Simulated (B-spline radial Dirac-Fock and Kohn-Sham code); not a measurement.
Width and fluorescence yield of the K (1s) hole, Be to Ca

Method: independent-particle radiative and Coulomb Auger rates from relativistic LDA hole-state orbitals, with Dirac-Fock energies. Computed with a radial B-spline solver. Free neutral atoms. Recommended widths: Campbell and Papp (2001); yields: xraylib tables.

| Z | element | Γ (eV) | recommended Γ | ω | tabulated ω |
| --- | --- | --- | --- | --- | --- |
| 4 | Be | 0.0307 | – | 1.25e-14 | 0.000693 |
| 5 | B | 0.0429 | – | 0.000834 | 0.00141 |
| 6 | C | 0.0663 | – | 0.00239 | 0.00258 |
| 7 | N | 0.100 | – | 0.00460 | 0.00435 |
| 8 | O | 0.144 | – | 0.00751 | 0.00691 |
| 9 | F | 0.196 | – | 0.0112 | 0.0104 |
| 10 | Ne | 0.259 | 0.240 | 0.0158 | 0.0152 |
| 12 | Mg | 0.351 | 0.330 | 0.0295 | 0.0291 |
| 13 | Al | 0.398 | 0.370 | 0.0390 | 0.0387 |
| 14 | Si | 0.445 | 0.430 | 0.0505 | 0.0504 |
| 15 | P | ? | ? | ? | ? |
| 16 | S | 0.543 | 0.520 | 0.0798 | 0.0804 |
| 17 | Cl | 0.596 | 0.570 | 0.0978 | 0.0989 |
| 18 | Ar | 0.652 | 0.660 | 0.118 | 0.120 |
| 19 | K | 0.709 | 0.710 | 0.140 | 0.143 |
| 20 | Ca | 0.770 | 0.770 | 0.164 | 0.169 |

Q: What does the model give for P?

A: Γ = 0.493 eV, ω = 0.0641; the recommended width is 0.470 eV; the tabulated yield is 0.0642.
